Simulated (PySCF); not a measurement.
Geometry:
```csv
atom,x (Å),y (Å),z (Å)
C1,-2.525,-0.671,-0.525
C2,-1.200,-0.054,-0.241
C3,-0.843,1.254,0.013
C4,0.566,1.287,0.217
C5,1.039,-0.003,0.084
C6,2.416,-0.557,0.191
N7,-0.046,-0.796,-0.192
H8,-3.304,0.102,-0.516
H9,-2.555,-1.160,-1.513
H10,-2.803,-1.429,0.226
H11,-1.530,2.098,0.046
H12,1.177,2.160,0.439
H13,2.748,-1.036,-0.746
H14,2.503,-1.309,0.994
H15,3.126,0.249,0.418
H16,-0.002,-1.794,-0.340
```

Equivalent nuclei averaged, gas phase, non-relativistic Hamiltonian, one computed conformer. Structure optimised with PBE0-D3(BJ)/def2-SVP; σ from GIAO-B3LYP/pcSseg-1; PySCF.

Shifts are taken against calculated references (same method and geometry level): 13C, 1H vs TMS; 15N vs NH3.

```json
{"atoms": "H11/H12", "nucleus": "1H", "count": "2", "δ (ppm)": "?"}
{"atoms": "C3/C4", "nucleus": "13C", "count": "2", "δ (ppm)": "112.5"}
{"atoms": "H16", "nucleus": "1H", "count": "1", "δ (ppm)": "6.62"}
{"atoms": "N7", "nucleus": "15N", "count": "1", "δ (ppm)": "181.0"}
{"atoms": "C1/C6", "nucleus": "13C", "count": "2", "δ (ppm)": "14.5"}
{"atoms": "C2/C5", "nucleus": "13C", "count": "2", "δ (ppm)": "?"}
{"atoms": "H8/H9/H10/H13/H14/H15", "nucleus": "1H", "count": "6", "δ (ppm)": "2.18"}
```

Fill in the missing shifts.

Results:


- C2/C5: 128.8 ppm, substituted aromatic carbon next to a ring nitrogen
- H11/H12: 5.71 ppm, hydrogen on an aromatic CH

OH and NH positions are those of a molecule without intermolecular hydrogen bonds; in solution they move with solvent, concentration and temperature, and exchange usually removes their couplings. Shifts are as computed. Against solution values, carbons near 30 ppm lie about +2 ppm off and those near 130 ppm about +6 ppm. Of 1211 compounds with measured shifts, 218 miss one by over three times the rms of a fit or turn the order of signals round; such compounds aren't used in these exercises. Experimental scales use liquid or dissolved standards, which lie at an offset from isolated NH3 (liquid NH3: subtract about 20 ppm). Unscaled 15N shifts of sp2 nitrogen come out 20 to 40 ppm too high even then.
